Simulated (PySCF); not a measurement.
## InH3 at several levels of theory

All levels use the PBE0 minimum (singlet; In–H 1.724 Å (×3); H–In–H 120.0° (×3)), basis [In def2-TZVP with ECP28, H def2-TZVP], scalar-relativistic core potentials, density fitting, no spin–orbit coupling, PySCF. For vertical energies the ionised species is a doublet (spins chosen at PBE0 and kept) and the electron-attached one a doublet. Atomisation goes to high-spin ground-configuration atoms, without zero-point energy. Open shells are unrestricted, also as the reference of the correlated levels. A dash marks a value that was not computed or is not defined at that level.

```
  level  atomisation (kJ/mol)  vertical IP (eV)  vertical EA (eV)  −ε(HOMO) (eV)  gap (eV)
CCSD(T)                     ?                 ?                 ?              –         –
     HF                   536              9.97             -0.22          11.05     11.49
    MP2                   652             10.60              0.19              –         –
   PBE0                   704             10.52              0.33           8.17      6.28
    PBE                   695             10.34              0.36           7.00      4.35
  B3LYP                   716             10.59              0.36           8.00      5.80
 r2SCAN                   725             10.43              0.42           7.29      4.99
  wB97X                     ?                 ?                 ?              ?         ?
```

Question: Fill in the row of CCSD(T).

Answer: atomisation (kJ/mol) 697, vertical IP (eV) 10.58, vertical EA (eV) 0.23.

Question: Fill in the row of wB97X.

Answer: atomisation (kJ/mol) 739, vertical IP (eV) 10.84, vertical EA (eV) 0.11, −ε(HOMO) (eV) 10.57, gap (eV) 10.42.

For InH₃ itself CCSD(T) correlates 16 electrons; T1 = 0.015, D1 = 0.045, (T) = -18 kJ/mol.

Without diffuse functions attachment energies tend to come out too low.
